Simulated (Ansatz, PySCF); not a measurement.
Gas-phase reaction (SMILES): N[SiH](N)N + F (HF) → N[Si](N)(N)F + [H][H] (H2); hydrogen fluoride cleaves one Si-H bond, a model of a ligand-exchange step.

Geometries: B3LYP-D3(BJ)/def2-TZVP minima from Ansatz (a quantum-chemistry and plane-wave program), one conformer each, not searched for the lowest. Correlated levels leave the core frozen unless marked. No spin-orbit coupling. No relativistic terms. CBS marks a two-point X^-3 extrapolation of the correlation energy; Hartree-Fock from the larger set. [CCSD(T)-MP2]/basis is that difference in the basis named. Thermal terms are rigid-rotor harmonic-oscillator values from B3LYP-D3(BJ) frequencies (Ansatz or PySCF) at 298.15 K and 1 atm. 1 Eh = 627.5095 kcal/mol.

```csv
species,"E, RI-MP2/CBS(cc-pV(T+d)Z,cc-pV(Q+d)Z)+[CCSD(T)-MP2]/cc-pV(T+d)Z (Ansatz) (Eh)","E, wB97X-V/def2-TZVPD (Ansatz) (Eh)",H - E (Eh),G - E (Eh)
N[SiH](N)N,-457.50072,-458.04898,0.09539,0.05865
F (HF),-100.39237,-100.45520,0.01259,-0.00713
N[Si](N)(N)F,-556.77385,-557.38767,0.09094,0.05192
[H][H] (H2),-1.17529,-1.17238,0.01336,-0.00144
```

Problem. Work out ΔE and ΔH, ΔG, ΔS and the equilibrium constant at 298.15 K at the first level, then ΔH at the second.

Solution. 
1. ΔE = [(-556.77385) + (-1.17529)] - [(-457.50072) + (-100.39237)] = -0.05605 Eh = -35.2 kcal/mol at RI-MP2/CBS(cc-pV(T+d)Z,cc-pV(Q+d)Z)+[CCSD(T)-MP2]/cc-pV(T+d)Z.
2. The terms H - E add up to -0.00368 Eh, so ΔH = (-0.05605 + (-0.00368))×627.5095 = -37.5 kcal/mol.
3. The terms G - E add up to -0.00104 Eh, so ΔG = -35.8 kcal/mol, and ΔS = (-0.00368 - (-0.00104))×627509.5/298.15 = -5.6 cal/(mol K).
4. log10 K = -ΔG/(RT ln 10) = 26.2, with RT ln 10 = 1.3642 kcal/mol.
5. At wB97X-V/def2-TZVPD the same steps give ΔE = -35.1 and ΔH = -37.4 kcal/mol, a shift of +0.1 from the first level.
6. These values are not checked against measurement here, since the tables used lack a sound gas-phase enthalpy of formation for at least one species.
